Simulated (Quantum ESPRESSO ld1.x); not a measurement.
One sound ld1.x (Quantum ESPRESSO 7.5) input for neutral ytterbium gives E = -14060.695 hartree in 46 iterations:

```
 &input
    zed=70.0,
    iswitch=1,
    rel=1,
    dft='BLYP',
    config='[Xe] 4f14 6s2',
    prefix='ld1',
    max_out_wfc=37,
    file_charge='ld1.rho',
 /
```

Changed or added lines, one case at a time, and what came of them:

- config='[Xe] 4f14 6s2 1p1': refused. The program stops in el_config with "main/angular quantum number mismatch": l must be smaller than n.
- relpert=.true.: refused. The program stops in ld1_readin with "perturbative SO-splitting for AE calculations with rel=0 only": the perturbative correction needs rel = 0.
- zval=1: refused. The program stops in ld1_readin with "reading input namelist": the namelist holds a keyword that &input does not know.
- xmin=-3.0: silently wrong. The mesh starts too far from the nucleus; the run ends without a warning, but the energy is off by +55.67 hartree against the default mesh.
- atom='Yb': harmless. atom and zed name the same element, and the result equals that of the sound run.
- config='[Xe] 4f14 6s': refused. The program stops in el_config with "no occupancy field?": each term needs its occupation.
- config='[Yb] 4f14 6s2': refused. The program stops in el_config with "wrong core: Yb": the cores known are He, Ne, Ar, Kr, Xe, Hg and Rn.
